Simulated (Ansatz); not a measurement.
Cost and result for the atomization energy of `[SiH3][PH][GaH][SiH3]` (12 atoms, 11 bonds).

Z-matrix (Å, degrees):
```
Si
P 1 2.244
H 1 1.491 2 114.9
H 1 1.485 2 107.0 3 -120.0
H 1 1.486 2 109.3 3 121.2
Ga 2 2.308 1 94.4 3 38.4
H 2 1.420 1 96.8 3 -58.1
Si 6 2.410 2 120.6 1 -125.7
H 6 1.573 2 115.9 1 56.2
H 8 1.491 6 109.4 2 113.2
H 8 1.488 6 111.7 2 -6.3
H 8 1.490 6 111.4 2 -127.7
```

Total charge 0; spin multiplicity 1. Correlated methods include outer-core shells of Ga, which these sets cover unevenly. Scalar relativity is left out up to krypton. All single points use the PBE0-D4/def2-TZVP geometry. It is one conformer, not always the lowest. Program: Ansatz. All runs use 4 threads of an Arm Neoverse V2 on a shared host. Times are those of one run each, without the atoms' runs, and a repeat can differ threefold. Electronic energies, without spin–orbit coupling; frozen cores. CCSD(T)/CBS adds CCSD(T) − MP2 in def2-TZVPP to the MP2 limit, and its time is that of the two runs behind it. T1 = 0.014. With those shells the extrapolation isn't a true limit. B3LYP takes the VWN-RPA correlation (the form of Gaussian; ORCA's B3LYP/G). HSE06 is the plane-wave form, built on full-range PBE exchange.

CCSD(T)/CBS is a level of theory with its own doubt, some kJ/mol a heavy atom from the limit and from the frozen cores, so smaller differences don't rank the functionals.

```tsv
level	functions	wall time
BLYP-D4/def2-TZVPP	286	2.8 s
PBE-D4/def2-TZVPP (with forces)	286	3.6 s
PBE0-D4/def2-TZVPP	286	5.5 s
HSE06-D4/def2-TZVPP	286	6 s
CAM-B3LYP-D4/def2-TZVPP	286	6.5 s
r2SCAN-D4/def2-TZVPP (with forces)	286	7.5 s
B3LYP-D4/def2-TZVPP (with forces)	286	8.5 s
CCSD(T)/def2-SVP	126	8.5 s
B97M-V/def2-TZVPP	286	16 s
ωB97M-V/def2-TZVPP (with forces)	286	20 s
MP2/def2-QZVPP	539	34 s
CCSD(T)/def2-TZVPP	286	4.6 min
CCSD(T)/CBS(def2)	–	5.2 min
```

Question: What atomization energy does each give, and how far from CCSD(T)/CBS? (Best estimate.)

Answer: The calculation gave: 
| level | atomization (kJ/mol) | difference from CCSD(T)/CBS | per bond |
| --- | --- | --- | --- |
| BLYP-D4/def2-TZVPP | 3190.1 | -57.3 | -5.2 |
| PBE-D4/def2-TZVPP (with forces) | 3201.0 | -46.4 | -4.2 |
| PBE0-D4/def2-TZVPP | 3201.0 | -46.4 | -4.2 |
| HSE06-D4/def2-TZVPP | 3201.8 | -45.6 | -4.1 |
| CAM-B3LYP-D4/def2-TZVPP | 3240.7 | -6.7 | -0.6 |
| r2SCAN-D4/def2-TZVPP (with forces) | 3245.3 | -2.1 | -0.2 |
| B3LYP-D4/def2-TZVPP (with forces) | 3235.3 | -12.1 | -1.1 |
| CCSD(T)/def2-SVP | 2995.6 | -251.8 | -22.9 |
| B97M-V/def2-TZVPP | 3285.3 | 37.9 | 3.4 |
| ωB97M-V/def2-TZVPP (with forces) | 3242.5 | -4.9 | -0.4 |
| MP2/def2-QZVPP | 3164.8 | -82.6 | -7.5 |
| CCSD(T)/def2-TZVPP | 3166.4 | -81.0 | -7.4 |
| CCSD(T)/CBS(def2) | 3247.4 | 0.0 | 0.0 |

In def2-TZVPP, CCSD(T) changes the Hartree–Fock value by +764.1 kJ/mol (the triples alone add +33.7 kJ/mol) and MP2 by +714.8 kJ/mol; breaking electron pairs costs correlation energy, which Hartree–Fock lacks. The D4 term adds +52.3 kJ/mol with B3LYP and +27.7 kJ/mol with PBE0; it sums over pairs of atoms, weighted by their polarisabilities, and B3LYP, whose exchange is more repulsive, gets the larger term. Leaving LDA and LC-ωPBE aside and taking each functional with its dispersion term where it has one, the values, not all of them listed here, spread over 127.0 kJ/mol, from revPBE-D4 to ωB97X-V. LDA lies +418.4 kJ/mol from PBE without D4, its usual overbinding.
